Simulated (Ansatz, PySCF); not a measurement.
NO₂, SMILES O=N[O-], charge -1.

Geometry: TPSSh-D3(BJ)/def2-TZVPD.

Two levels are set side by side: PBE/def2-TZVPD (Ansatz, a program for electronic structure) and EOM-CCSD/aug-cc-pVDZ (PySCF). PBE by ΔSCF, the other level by its IP root; same geometry, the bases differ. Differences are taken from unrounded values.

| quantity | EOM-CCSD | PBE | PBE minus EOM-CCSD |
|---|---|---|---|
| vertical ionisation energy (eV) | 2.72 | 2.54 | -0.18 |
